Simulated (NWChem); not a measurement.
System: C2H4ClGa; SMILES [GaH]([CH]=C)[Cl]

The following NWChem deck was run.

```
start job
memory heap 200 mb stack 900 mb global 1100 mb
geometry units angstroms noautoz
  Ga    -0.743508    -0.017747     0.000033
  H     -2.202512     0.530951    -0.000160
  Cl     0.815330     1.488926    -0.001863
  C     -0.063369    -1.835312     0.001313
  C      1.254690    -2.078387    -0.000493
  H     -0.755068    -2.687408     0.003260
  H      1.661493    -3.097416    -0.000105
  H      1.987436    -1.262680    -0.002400
end
basis spherical
  * library def2-svp
end
dft
  xc xpbe96 cpbe96
  iterations 150
  vectors input atomic output neutral.movecs
end
task dft energy
charge 1
dft
  odft
  mult 2
  vectors input atomic output cation.movecs
end
task dft energy
```

Coordinates come from a PBE0/def2-SVP optimisation.

Ions are spin-unrestricted doublets at the neutral geometry; other ion states weren't tried.

**Question.** Predict the main results of this run. (PBE/def2-SVP, vertical spin-unrestricted ions.) Quantities: vertical ionisation energy, ΔSCF (eV); −ε(HOMO) (eV).

**Answer.** 
| Item | Value |
|---|---|
| vertical ionisation energy, ΔSCF (eV) | 9.82 |
| −ε(HOMO) (eV) | 6.80 |
